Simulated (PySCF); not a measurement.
Correlation energy of Sb²⁺ (antimony, charge +2)

[Kr] 4d10 5s2 5p1, 2P determinant. All numbers are calculated (PySCF 2.14, no relativity, point nucleus, in dyall-av2z (22s16p12d, 130 functions)). Frozen: [Kr] 4d10; 3 electrons correlated; the 62 highest virtual orbitals of each spin left out.

MP2 pair energies summed by pair of shells (mhartree):

```tsv
pair	energy	share (%)
5s-5s	-18.24	58.3
5s-5p	-13.03	41.7
```

Total MP2 correlation energy: -31.27 mhartree.

Same-spin part -1.98 and opposite-spin part -29.28 mhartree; SCS-MP2 scales them by 1/3 and 6/5 to -35.80 mhartree.
